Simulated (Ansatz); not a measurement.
Ansatz results at the PBE0-D4/def2-TZVP geometry: HOMO energy (ωB97M-V/def2-TZVPP) -9.83 eV; LUMO energy (PBE/def2-TZVPP) -1.02 eV; LUMO energy (ωB97M-V/def2-TZVPP) 1.52 eV.

Each molecule was computed in one conformer, which needn't be the lowest.

(1) Which molecule gave them?
A. `COC(N)(O)F`
B. `BS[Si](N)(O)F`
C. `C=[C](F)[SnH2][CH3]`
D. `N[Si](S)(Cl)C=O`

## Answers

(1) C. The others give `BS[Si](N)(O)F`: -10.33, -2.51, 0.35; `N[Si](S)(Cl)C=O`: -9.35, -2.92, 0.47; `COC(N)(O)F`: -10.60, 0.30, 2.52.
